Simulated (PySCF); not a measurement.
**Basis and Hamiltonian dependence of the excitation energy of Hg²⁺**

Hg²⁺ [Xe] 4f14 5d10 (1S) → Hg²⁺ [Xe] 4f14 5d9 6s1, s spin flipped. All values are computed (PySCF 2.14, energy differences of UHF-based or UKS calculations, no spin-orbit coupling). Values in eV.

```tsv
basis	Hamiltonian	functions	UHF	PBE	PBE0	MP2 (valence)
aug-cc-pVDZ-PP with ECP60MDF	ECP	54	6.621	6.250	6.489	6.917
def2-TZVPPD with the def2 core potential (60 electrons)	ECP	62	6.375	5.999	6.230	6.728
ANO-RCC-VTZP	spin-free X2C	84	6.323	5.889	6.145	6.634
aug-cc-pwCVTZ-PP with ECP60MDF	ECP	122	6.306	5.911	6.147	6.652
```

Frozen in the all-electron rows: valence: [Xe] 4f14; with a core potential, the same shells as far as they lie outside it.

In the upper determinant the s electron has its spin opposite to the other open shell, which mixes two multiplicities.
